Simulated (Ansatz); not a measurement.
**C5H2N2: structure from calculated spectroscopic constants**

These gas-phase data were calculated for one isomer of C5H2N2 at PBE0-D3(BJ)/def2-SVP (harmonic, unscaled wavenumbers; equilibrium rotational constants with average atomic masses):

```
rotational constants            : 9.615, 1.119, 1.057 GHz
all wavenumbers above 1500 cm⁻¹ : 3168, 3166, 2403, 2401, 2092
```

Candidates:

(1) `N#CC=C=CC#N`, a singlet
(2) `C=C=C(C#N)C#N`, a singlet
(3) `N#CC#CCC#N`, a singlet

Q: Assign the data to one candidate and say why. Where the bands don't settle it, estimate the moments of inertia from typical bond lengths.

A: Candidate (1). The rotational constants decide: (2) would give 2.846, 2.678, 1.393 GHz; (3) would give 12.43, 1.006, 0.9358 GHz.

The same quantities for all candidates:

|  | rotational constants (GHz) | wavenumbers above 1500 cm⁻¹ | E above the lowest, PBE0-D3(BJ)/def2-SVP (kcal/mol) |
| --- | --- | --- | --- |
| (1) | 9.615, 1.119, 1.057 | 3168, 3166, 2403, 2401, 2092 | 0.0 |
| (2) | 2.846, 2.678, 1.393 | 3248, 3151, 2407, 2401, 2077 | 2.5 |
| (3) | 12.43, 1.006, 0.9358 | 3113, 3060, 2452, 2428, 2311 | 2.5 |

Harmonic stretches to hydrogen usually lie a few per cent above observed fundamentals. Programs: Ansatz 0.2.0.
